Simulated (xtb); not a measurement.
C₂H₁₀N₂Si₂, SMILES C1[SiH2][Si@@H](N1)NC. All values are semi-empirical tight-binding results from xtb (GFN2-xTB unless named), good for trends rather than for accurate numbers. Coordinates come from a GFN2-xTB optimisation. The structure was generated by enumeration; whether it is a known compound was not checked. One conformer was computed; it need not be the lowest.

Computed properties:
- orbital gap = 3.86 eV
- dipole moment = 1.22 D
- zero-point energy = 75.7 kcal/mol
- G − E(el) at 298.15 K (modified RRHO) = 54.6 kcal/mol
- static polarisability (D4 model) = 95.7 bohr³
- solvation energy, GFN2-xTB/ALPB(water) = -1.5 kcal/mol
- solvation energy, GFN2-xTB/ALPB(hexane) = -3.9 kcal/mol
